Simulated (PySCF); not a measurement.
# How the functional moves excitation energies

Compound: C₃H₇NSi.
Cartesian coordinates in Å at the PBE0-D3(BJ)/def2-SVP level; atoms count from 1:
```xyz
12
C3H7NSi angstrom
C     -2.463    0.840    0.449
C     -1.615   -0.068   -0.050
C     -0.164    0.081    0.050
N      0.646   -0.777   -0.421
Si     2.388   -0.662   -0.349
H     -3.547    0.721    0.369
H     -2.095    1.738    0.956
H     -1.968   -0.970   -0.560
H      0.169    1.008    0.573
H      2.916   -1.871    0.347
H      2.858    0.569    0.375
H      2.918   -0.639   -1.744
```

Linear-response calculations in the def2-SVPD basis (PySCF; singlets by full response, triplets Tamm–Dancoff, core orbitals frozen in the response; HF means time-dependent Hartree–Fock). 'Strongest' is the level of largest summed f among the singlets computed (10 roots, of which the last may lack a degenerate partner); it can jump between rows when another state enters that window. S1 is the lowest singlet of each run and needn't be the same state throughout; f(S1) is that of one state. The structure is a single PBE0-D3(BJ)/def2-SVP conformer in the gas phase; no vibrational or solvent corrections.

| functional | kind | S1 (eV) | f(S1) | strongest (eV) | T1 (eV) | HOMO (eV) | gap (eV) | ionisation energy, ΔSCF (eV) |
| --- | --- | --- | --- | --- | --- | --- | --- | --- |
| LDA | LDA | 3.18 | 0.000 | 5.21 | 2.81 | -5.93 | 2.98 | 9.13 |
| PBE | GGA | 3.27 | 0.000 | 5.32 | 2.84 | -5.82 | 3.10 | 8.95 |
| B3LYP | global hybrid, 20% exact exchange | 3.67 | 0.000 | 5.72 | 3.19 | -6.99 | 5.05 | 9.11 |
| PBE0 | global hybrid, 25% exact exchange | 3.72 | 0.000 | 5.82 | 3.19 | -7.22 | 5.47 | 9.06 |
| BHandHLYP | global hybrid, 50% exact exchange | 4.09 | 0.000 | 6.05 | 3.35 | -8.57 | 7.96 | 9.00 |
| CAM-B3LYP | range-separated hybrid | 3.90 | 0.000 | 5.97 | 3.37 | -8.63 | 8.04 | 9.19 |
| wB97X-D | range-separated hybrid | 3.89 | 0.000 | 5.98 | 3.41 | -9.13 | 9.15 | 9.16 |
| HF | Hartree–Fock | 4.64 | 0.000 | 6.31 | 2.98 | -10.09 | 12.22 | not settled |

**Question.** What does LC-wPBE (range-separated hybrid) give?

**Answer.** S1 (eV) 4.00, f(S1) 0.000, strongest (eV) 6.21, T1 (eV) 3.40, HOMO (eV) -9.96, gap (eV) 10.48, ionisation energy, ΔSCF (eV) 9.25. S1 runs from 3.18 eV (LDA) to 4.64 eV (HF), a spread of 1.46 eV, while the orbital gap spreads over 9.2 eV. Along PBE (0%), B3LYP (20%), PBE0 (25%), BHandHLYP (50%), HF (100%) S1 rises with the share of exact exchange. −ε(HOMO) comes closest to its own ΔSCF ionisation energy with wB97X-D (-0.03 eV) and misses most with LDA (-3.20 eV). 'Not settled' means that the ion's SCF failed to converge or may have ended in another state than the lowest.
